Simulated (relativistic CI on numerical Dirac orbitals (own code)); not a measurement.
# Cs10+: sensitivity of the levels to the model

Base calculation: Dirac-Coulomb-Breit CI, orbitals from a KLI potential per configuration, model QED (radiative potential, 1s self-energy scaled to tabulated hydrogen-like ionisation energies), unscaled Slater integrals.

Configurations in the expansion (outside the closed core [Ar] 3d10): 4s²4p⁶4d⁹, 4s²4p⁵4d¹⁰, 4s²4p⁶4d⁸4f, 4s²4p⁶4d⁸5s, 4s4p⁶4d¹⁰, 4s²4p⁶4d⁸5p, 4s²4p⁵4d⁹4f, 4s²4p⁶4d⁸5d, 4s²4p⁶4d⁷5s5p, 4s²4p⁶4d⁷4f5s, 4s²4p⁶4d⁸6s, 4s4p⁶4d⁹4f, 4s²4p⁶4d⁸6p, 4s²4p⁶4d⁸5f, 4s²4p⁶4d⁷5s², 4s²4p⁶4d⁶4f5s², 4s²4p⁶4d⁶5s²5p, 4s²4p⁵4d⁷4f5s². Double excitations out of closed p, d and f shells are left out; levels of such configurations are missing from the list, as are those of other unlisted configurations, and high levels can miss mixing partners.

Variants: (1) non-relativistic limit. Shifts of the energy above 4s²4p⁶4d⁹ ²D5/2, in cm⁻¹, for the lowest level and the first level of each name with at least 55 % of one term (blank where a level changes its place among those of its configuration and J or its character, or is not in the variant):

| Level | Base | Δ(1) |
| --- | --- | --- |
| 4s²4p⁶4d⁹ ²D5/2 | 0 | 0 |
| 4s²4p⁶4d⁹ ²D3/2 | 19286 | -19286 |
| 4s²4p⁶4d⁸5s ⁴F9/2 | 591772 | +59892 |
| 4s²4p⁶4d⁸5s ⁴F7/2 | 598729 | +52935 |
| 4s²4p⁶4d⁸5s ⁴F5/2 | 609072 | +42591 |
| 4s²4p⁶4d⁸5s ²F7/2 | 613837 | +48794 |
| 4s²4p⁶4d⁸5s ⁴P1/2 | 631313 | +44402 |
| 4s²4p⁶4d⁸5s ²G9/2 | 643081 | +45438 |
| 4s²4p⁶4d⁸5s ²G7/2 | 643472 | +45047 |
| 4s²4p⁶4d⁸5s ²P1/2 | 644590 | +42628 |
| 4s²4p⁵4d¹⁰ ²P°3/2 | 688025 | -22698 |
| 4s²4p⁶4d⁸5s ²S1/2 | 698905 | +40063 |
| 4s²4p⁶4d⁸5p ⁴D°7/2 | 727929 | +45788 |
| 4s²4p⁶4d⁸4f ⁴F°7/2 | 731543 | -375 |
| 4s²4p⁶4d⁸4f ⁴F°5/2 | 732489 | -1321 |
| 4s²4p⁶4d⁸4f ⁴F°9/2 | 733794 | -2626 |
| 4s²4p⁶4d⁸4f ²P°1/2 | 737897 |  |
| 4s²4p⁶4d⁸4f ⁴D°7/2 | 742891 | -3799 |
| 4s²4p⁶4d⁸4f ⁴I°15/2 | 744976 | +5085 |
| 4s²4p⁶4d⁸5p ⁴G°7/2 | 747117 | +31934 |
| 4s²4p⁶4d⁸4f ⁴D°1/2 | 749936 |  |
| 4s²4p⁶4d⁸5p ⁴G°11/2 | 754818 | +24234 |

At this charge transitions that keep the count of f electrons are usually good to a few per cent. Terms inside the open d or f shell come out 10 to 20 % too wide with unscaled integrals. Levels and lines within the n = 5 or 6 shells can be off by up to 10 % or somewhat more, and those that change n by about 2 %, since core polarisation is missing. Levels that differ in their count of f electrons can be misplaced by several ten thousand cm⁻¹, since the correlation energy of f electrons is missing or only estimated; rates across such gaps can be off by orders of magnitude.

Ionisation energy from one configuration of each of the two ions, the ground ones as tabulated or assumed: base 233.45 eV. The NIST ASD value (theoretical) is 233 ± 2.4 eV.

LS names give the leading component of a level, which can be under half, so a name can repeat, a term be missing and a line seem to break the LS rules.
